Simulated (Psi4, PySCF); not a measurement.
Input for Psi4:
```
memory 2 GB

molecule mol {
-1 1
  C    -0.010751    0.960170    0.093412
  C     0.755777   -0.344508    0.026624
  C    -0.748251   -0.360884    0.021847
  H    -0.012597    1.431798   -0.941996
  H     1.255392   -0.743614   -0.876342
  H     1.261661   -0.709388    0.929634
  H    -1.251796   -0.736753    0.921650
  H    -1.233312   -0.770710   -0.884248
}

set basis 6-31g*
set reference rhf
set freeze_core true
set mp2_type conv
set scf_type pk
set puream true
set d_convergence 1e-8

energy('ccsd(t)')
print_variables()
```

Give the equivalent PySCF input.

This is not unique; one that fits is 
```python
from pyscf import gto, scf, cc

mol = gto.Mole()
mol.atom = '''
    C    -0.010751    0.960170    0.093412
    C     0.755777   -0.344508    0.026624
    C    -0.748251   -0.360884    0.021847
    H    -0.012597    1.431798   -0.941996
    H     1.255392   -0.743614   -0.876342
    H     1.261661   -0.709388    0.929634
    H    -1.251796   -0.736753    0.921650
    H    -1.233312   -0.770710   -0.884248
'''
mol.basis = '6-31g*'
mol.charge = -1
mol.spin = 0
mol.verbose = 4
mol.build()

mf = scf.RHF(mol)
mf.kernel()

mycc = cc.CCSD(mf, frozen=3)
mycc.kernel()
et = mycc.ccsd_t()
print('E(CCSD(T)) = %.10f' % (mycc.e_tot + et))
```

Both were run: Psi4 gave -116.786470 Eh and PySCF -116.786470 Eh, 0.000 mEh apart.
